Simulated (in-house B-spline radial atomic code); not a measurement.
RPA and G0W0 for the magnesium ion Mg⁺, [Ne] 3s1, highest spin, as one setting changes: the share of exact exchange in the PBE hybrid start. A dash marks a level of low quasi-particle weight. Computed with a B-spline radial code for spherical atoms: all electrons, non-relativistic, point nucleus, each spin shell either full or empty, empty states to l = 9 with an (l + 1/2)⁻⁴ tail; G0W0 by contour deformation at full frequency.

RPA overbinds a lone outer s electron by self-correlation, and G0W0 tends to as well.

| share of exact exchange in the PBE hybrid start | mean-field level (eV) | G0W0 level (eV) | RPA correlation (Eh) |
| --- | --- | --- | --- |
| 0 | -11.899 | 3s up -15.573 | -0.64059 |
| 0.1 | -12.224 | 3s up -15.572 | -0.63069 |
| 0.2 | ? | ? | ? |
| 0.3 | -12.869 | 3s up -15.553 | -0.61248 |
| 0.4 | -13.190 | 3s up -15.538 | -0.60403 |
| 0.5 | ? | ? | ? |
| 0.6 | -13.827 | 3s up -15.503 | -0.5882 |
| 0.7 | -14.144 | 3s up -15.485 | -0.58075 |
| 0.8 | -14.460 | 3s up -15.467 | -0.57358 |
| 0.9 | -14.774 | 3s up -15.449 | -0.56667 |
| 1 | -15.087 | 3s up -15.431 | -0.55999 |

(1) What belongs in the row for 0.2?

(2) What belongs in the row for 0.5?

Results:

(1) mean-field level (eV): -12.547; G0W0 level (eV): 3s up -15.565; RPA correlation (Eh): -0.62135.

(2) mean-field level (eV): -13.509; G0W0 level (eV): 3s up -15.521; RPA correlation (Eh): -0.59595.
